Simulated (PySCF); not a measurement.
# Atomic charges by several schemes

C3H12O3SSi2.
Cartesian coordinates in Å at the GFN2-xTB level; atoms count from 1:
```
atom  x, y, z in Å
C1    -0.3268   -0.1072    2.8405
O2    -0.6276   -0.6435    1.5755
Si3   -0.0154   -0.2391    0.1292
O4    -0.4474   -1.4194   -0.8870
C5    -0.1743   -2.7921   -0.7579
O6    -0.5314    1.1518   -0.5273
C7    -1.8419    1.4379   -0.9481
S8     2.0817    0.0981    0.2674
Si9    2.3033    1.6147   -1.2392
H10   -0.7612   -0.7725    3.5867
H11    0.7539   -0.0464    2.9799
H12   -0.7570    0.8911    2.9433
H13    0.9034   -2.9647   -0.7735
H14   -0.6428   -3.2970   -1.6024
H15   -0.5818   -3.1750    0.1781
H16   -2.5320    1.4015   -0.1035
H17   -2.1625    0.7158   -1.6989
H18   -1.8348    2.4402   -1.3753
H19    3.7540    1.7167   -1.3193
H20    1.7277    1.1484   -2.4925
H21    1.7041    2.8576   -0.7761
```

Density: PBE0/pcSseg-1 (PySCF); schemes: Mulliken, IAO, Hirshfeld and ESP-fitted. One conformer (not necessarily the lowest) at the GFN2-xTB geometry, without solvent, vibrations or thermal averaging.

Problem. At which atom do the 4 schemes differ most?

Solution. At Si3: from +0.481 (Hirshfeld) to +1.484 e (IAO), 1.003 e apart.

Problem. For which atoms does the sign change between the 4 schemes (beyond +0.03 e in one, beyond −0.03 e in another)?

Solution. For none.

Problem. Give the atomic charges in each scheme.

Solution. In e:

| atom | environment | Mulliken | IAO | Hirshfeld | ESP-fitted |
| --- | --- | --- | --- | --- | --- |
| C1 | methoxy carbon | -0.013 | -0.196 | -0.033 | -0.191 |
| O2 | silyl ether oxygen | -0.637 | -0.641 | -0.229 | -0.327 |
| Si3 | oxygen-bound silicon | +1.261 | +1.484 | +0.481 | +0.853 |
| O4 | silyl ether oxygen | -0.626 | -0.645 | -0.231 | -0.410 |
| C5 | methoxy carbon | -0.006 | -0.196 | -0.032 | -0.076 |
| O6 | silyl ether oxygen | -0.657 | -0.645 | -0.211 | -0.319 |
| C7 | methoxy carbon | -0.002 | -0.198 | -0.029 | -0.253 |
| S8 | sulfur bonded to 2 Si | -0.613 | -0.487 | -0.191 | -0.415 |
| Si9 | SiH3 silicon | +0.497 | +0.576 | +0.291 | +0.325 |
| H10 | methyl hydrogen | +0.118 | +0.154 | +0.050 | +0.125 |
| H11 | methyl hydrogen | +0.117 | +0.140 | +0.036 | +0.107 |
| H12 | methyl hydrogen | +0.105 | +0.137 | +0.045 | +0.102 |
| H13 | methyl hydrogen | +0.108 | +0.138 | +0.040 | +0.078 |
| H14 | methyl hydrogen | +0.118 | +0.154 | +0.050 | +0.100 |
| H15 | methyl hydrogen | +0.105 | +0.138 | +0.042 | +0.076 |
| H16 | methyl hydrogen | +0.104 | +0.136 | +0.045 | +0.128 |
| H17 | methyl hydrogen | +0.112 | +0.143 | +0.045 | +0.121 |
| H18 | methyl hydrogen | +0.118 | +0.154 | +0.050 | +0.139 |
| H19 | Si–H hydrogen | -0.082 | -0.116 | -0.077 | -0.047 |
| H20 | Si–H hydrogen | -0.064 | -0.115 | -0.070 | -0.053 |
| H21 | Si–H hydrogen | -0.064 | -0.114 | -0.074 | -0.064 |

Mean size of the charges over all atoms: IAO 0.319 e, Mulliken 0.263 e, ESP-fitted 0.205 e, Hirshfeld 0.112 e. Each set sums to the total charge, 0, to within 0.001 e. The Mulliken scheme counts on each atom the diagonal of the density matrix times the overlap matrix over that atom's basis functions.

Problem. How many electrons does the ESP-fitted scheme count on O2?

Solution. Z − q = 8 − (-0.327) = 8.327.

Problem. Sum the charges by element, for elements with more than one atom.

Solution. 
```tsv
element	atoms	Mulliken	IAO	Hirshfeld	ESP-fitted
C	3	-0.021	-0.590	-0.093	-0.520
O	3	-1.920	-1.931	-0.671	-1.055
Si	2	+1.758	+2.060	+0.772	+1.178
H	12	+0.795	+0.948	+0.182	+0.812
```

The run behind these numbers computed NMR shieldings as well. On an Arm Neoverse N1 with one thread, shared host, this took 1.7 min and 1.1 GiB of memory at its peak.
